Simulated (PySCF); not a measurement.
## ZnO⁺: frontier orbitals

PBE at R = 1.808 Å; Zn def2-SVPD, O def2-SVPD; no relativity (PySCF 2.14). State: ²Π (doublet), unpaired electrons π ↑. Only the outer orbitals are listed, counted within each symmetry.

| spin | orbital | occ. | ε (eV) | on Zn (%) | main shells (%) |
| --- | --- | --- | --- | --- | --- |
| α | 3π | 1 | -20.74 | 96 | 96 Zn d |
| α | 8σ | 1 | -20.71 | 92 | 91 Zn d |
| α | 3π | 1 | -20.62 | 98 | 98 Zn d |
| α | 1δ | 1 | -20.52 | 100 | 100 Zn d |
| α | 1δ | 1 | -20.51 | 100 | 100 Zn d |
| α | 4π | 1 | -16.12 | 5 | 95 O p |
| α | 9σ | 1 | -16.01 | 33 | 64 O p, 27 Zn s |
| α | 4π | 1 | -14.23 | 5 | 95 O p |
| α | 10σ | 0 | -12.32 | 86 | 69 Zn s, 16 Zn p, 15 O p |
| α | 5π | 0 | -7.43 | 102 | 102 Zn p |
| α | 5π | 0 | -7.24 | 102 | 102 Zn p |
| β | 7σ | 1 | -28.47 | 7 | 91 O s |
| β | 3π | 1 | -20.66 | 98 | 98 Zn d |
| β | 3π | 1 | -20.62 | 98 | 98 Zn d |
| β | 8σ | 1 | -20.60 | 94 | 93 Zn d |
| β | 1δ | 1 | -20.53 | 100 | 100 Zn d |
| β | 1δ | 1 | -20.52 | 99 | 99 Zn d |
| β | 9σ | 1 | -15.37 | 43 | 54 O p, 40 Zn s |
| β | 4π | 1 | -13.55 | 6 | 94 O p |
| β | 4π | 0 | -12.75 | 8 | 92 O p |
| β | 10σ | 0 | -12.19 | 77 | 56 Zn s, 24 O p, 20 Zn p |
| β | 5π | 0 | -7.34 | 102 | 101 Zn p |

Q: Which are the highest filled and the lowest empty level, where do they sit, and how wide is the gap?

A: Highest filled β 4π at -13.55 eV (in %: 94 O p); lowest empty β 4π at -12.75 eV (in %: 92 O p); the gap at PBE is 0.80 eV. Both belong to one degenerate shell, split only by its one-sided filling, so this is no excitation gap.

- bond order (Mayer): 1.14
- ⟨S²⟩: 0.769
- charge on Zn (Mulliken, basis-dependent): 1.22
- charge on Zn (Löwdin, basis-dependent): 1.43
- dipole moment (positive dipole points towards O; it is taken about the centre of mass and depends on that origin): -4.24 D
- polarisability along the bond: 31.4 bohr³
- polarisability across the bond: 15.2 bohr³

Shares are Mulliken populations and can fall outside 0 to 100 %.

The state is the lowest determinant that a PBE0 search found; another state may lie lower at other levels.
